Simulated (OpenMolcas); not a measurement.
**Levels of Ar6+ by method**

```yaml
Program: OpenMolcas
Basis: ANO-R2 [5s4p3d1f]
Scalar_Hamiltonian: X2C, finite nucleus
Active_space: 2 electrons in 8 orbitals (3s 3p 4s 4p)
State_averaging: 2S+1 = 3 even, 3 roots (0 in the spin-orbit step); 2S+1 = 1 even, 1 root; 2S+1 = 3 odd, 3 roots; 2S+1 = 1 odd, 3 roots
Spin-orbit_coupling: RASSI with atomic mean-field integrals over the reference wave functions, term energies averaged over their components
```

Methods on the same reference wave functions:
A. CASSCF
B. SS-CASPT2, IPEA 0.25 Eh, imaginary shift 0.1 Eh (closed shells correlated: 2s 2p)

Energies in cm⁻¹ above 3s² ¹S₀, the measured ground level; measured values from Saloman, J. Phys. Chem. Ref. Data 39, 033101 (2010).

```json
{"Level": "3s² ¹S₀", "A": "0.0", "B": "0.0", "Measured": "0.0"}
{"Level": "3s 3p ³P°₀", "A": "114581", "B": "113977", "Measured": "113101"}
{"Level": "3s 3p ³P°₁", "A": "115352", "B": "114744", "Measured": "113906"}
{"Level": "3s 3p ³P°₂", "A": "116943", "B": "116339", "Measured": "115590"}
{"Level": "3s 3p ¹P°₁", "A": "186852", "B": "173020", "Measured": "170722"}
```

Deviations, from unrounded energies. A percentage is the sum of absolute deviations over the sum of measured energies, with the sign that they share, or ± where signs differ.

```json
{"Against measurement": "mean absolute deviation (cm-1)", "Levels": "4", "A": "5100", "B": "1200"}
{"Against measurement": "other configurations (%)", "Levels": "4", "A": "+4.0", "B": "+0.9"}
```

B lies closest to measurement on these levels. The largest miss of B in the table is 3s 3p ¹P°₁, by +2300 cm-1. The ranking rests on the paired levels alone, and a cruder setting can come out closer through cancelling errors.

The lowest spin-free term lies below A's lowest term by 0.184 hartree in B.

Active for correlation alone: 4p 4s; no level in the range computed is led by a configuration that fills them, so any true level of that kind is missing. Computed and measured levels are paired by configuration, term and J; levels that our copy of the source lacks, or whose pairing is in doubt (as where it misses far off the trend of its configuration), stay unpaired and out of the deviations. Levels of configurations outside the active space are missing.

° marks odd parity.
